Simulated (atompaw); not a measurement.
# Building the PAW (atompaw) potential for zinc (Zn) (PBEsol, scalar-relativistic).

atompaw 4.2.0.5 input, output lines left out:

```
Zn 30
GGA-PBESOL scalarrelativistic loggrid 1500 logderivrange -8 5 326
4 4 3 0 0 0
4 0 1
4 1 1
0 0 0
c
c
c
v
c
v
v
v
2
2.25 1.65 2.10 1.60
y
1.95
n
n
y
2.95
n
bloechl gaussian
3 0.5 troulliermartins
```

All-electron outer shells of the reference configuration (PBEsol, scalar-relativistic, ld1.x):

```csv
shell,level (eV),outermost node (bohr),outermost maximum (bohr)
2p,-1005.59,–,0.15
3s,-131.16,0.28,0.59
3p,-85.50,0.25,0.59
3d,-12.36,–,0.57
4s,-7.41,0.85,2.04
4p,-2.09,0.92,2.89
```

(1) Estimate the cutoffs (Ry, on a coarse ladder) from which the occupation-weighted sum of valence levels, in a spherical-Bessel basis at the reference potential, stays within 10 and 1 mRy of its value at 400 Ry.

(2) Does the potential have ghost states?

(3) Is the overlap operator S = 1 + Σ q|β⟩⟨β| positive definite (Bessel basis up to 400 Ry)?

Answers

(1) 45 Ry and 50 Ry.

(2) No extra level below or beside the all-electron valence levels (s, p, d, f tested).

(3) Yes: its lowest eigenvalue is 0.43 (s channel).
